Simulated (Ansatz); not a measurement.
The cluster Ge₅H₄⁺ (the lowest doublet isomer of a short search). Total charge 1; doublet. Geometry r2SCAN-D4/def2-SVP, basis def2-TZVP, Ansatz.

```xyz
9

Ge    1.4081    1.0664    0.8205
Ge   -0.1290   -1.0602   -1.3049
Ge    1.4641   -1.3846    0.5541
Ge   -0.4983    1.6726   -0.7244
Ge   -0.8272   -0.1828    0.9063
H     1.6596    1.7802    2.1591
H    -2.0695   -0.5341    1.7117
H    -1.1952   -1.7728   -2.1348
H     0.1875    0.4153   -1.9874
```

| run | HOMO (eV) | LUMO (eV) |
| --- | --- | --- |
| A | -10.11 | -9.10 |
| B | -9.79 | -9.18 |
| C | -10.66 | -8.54 |
| D | -10.90 | -8.46 |

The structure comes from a short search, and lower isomers may exist.

HOMO and LUMO are taken over both spins.

Q: The runs used PBE, PBE0, r2SCAN, r2SCAN0. Estimate which is which.

A: A r2SCAN (0 % exact exchange); B PBE (0 % exact exchange); C PBE0 (25 % exact exchange); D r2SCAN0 (25 % exact exchange). Exact exchange lowers occupied and raises empty levels; among semilocal functionals meta-GGAs tend to open the gap a little, and such runs are hard to tell apart. The gap grows from 0.61 eV (PBE) to 2.44 eV (r2SCAN0).
